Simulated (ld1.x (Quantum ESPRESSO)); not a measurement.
## What one change does to a pseudopotential (aluminium, RRKJ)

aluminium (Al), norm-conserving RRKJ (Kleinman–Bylander form), made with ld1.x (Quantum ESPRESSO) 7.5 (BP86, scalar-relativistic). Core [He], reference 2s2 2p6 3s2 3p1. Waves: 2s (bound): rc 0.75 bohr; 2p (bound): rc 0.80 bohr. Local part: the p channel. Core correction: none. rho0 = 0.02.

Occupied shells without a wave of their own: 3p, 3s. They enter only through the test configuration that unscreens the potential.

All-electron outer shells of the reference configuration (BP86, scalar-relativistic, ld1.x):

```json
{"shell": "1s", "level (eV)": "-1512.18", "outermost node (bohr)": "–", "outermost maximum (bohr)": "0.08"}
{"shell": "2s", "level (eV)": "-108.30", "outermost node (bohr)": "0.16", "outermost maximum (bohr)": "0.50"}
{"shell": "2p", "level (eV)": "-69.78", "outermost node (bohr)": "–", "outermost maximum (bohr)": "0.43"}
{"shell": "3s", "level (eV)": "-7.86", "outermost node (bohr)": "0.80", "outermost maximum (bohr)": "2.09"}
{"shell": "3p", "level (eV)": "-2.81", "outermost node (bohr)": "0.82", "outermost maximum (bohr)": "2.64"}
```

Change: all radii scaled by about 0.83 (s 0.62, p 0.66 bohr).

Cutoffs: the cutoffs (Ry, on a coarse ladder) from which the occupation-weighted sum of valence levels, in a spherical-Bessel basis at the reference potential, stays within 10 and 1 mRy of its value at 400 Ry; they do not see the model core or the augmentation charge, which bear on the density cutoff. Errors are all-electron minus pseudo energies relative to the spin-unpolarised reference configuration.

Predict the effect on cutoff, ghosts and configuration errors.

Of the 7 tests that both files solve, the error grows in 0 and shrinks in 7 by more than 15 % and 0.3 meV (median size 101.8 → 29.5 meV); neither file shows a bound ghost. Less of the atom is replaced, so other configurations are described better.

| quantity | base | changed |
| --- | --- | --- |
| cutoff, loose | 300 Ry | over 300 Ry |
| cutoff, tight | over 300 Ry | over 300 Ry |
| loose cutoff by channel (10 mRy a level) | s 260 Ry, p 200 Ry | s over 300 Ry, p 260 Ry |
| bound ghosts | none | none |
| largest miss of a reference level, eV | 0.11 | 0.02 |
| error for 2s2 2p6 3s2 3p0, meV [ΔE 5.86 eV] | +78 | +27 |
| error for 2s2 2p6 3s1 3p0, meV [ΔE 25.23 eV] | +289 | +80 |
| error for 2s2 2p6 3s0 3p0, meV [ΔE 53.46 eV] | +593 | +153 |
| error for 2s1 2p6 3s2 3p1, meV [ΔE 120.85 eV] | -102 | -30 |
| error for 2s2 2p6 3s1 3p1, meV [ΔE 11.68 eV] | +141 | +31 |
| error for 2s2 2p6 3s2 3p0.5, meV [ΔE 2.13 eV] | +32 | +11 |
| error for 2s2 2p6 3s2 3p1.3, meV [ΔE -0.60 eV] | -13 | -4.4 |

Base: The 3p, 3s levels have no wave, so the channel is fitted at the deeper level alone: the likely source of the large errors.
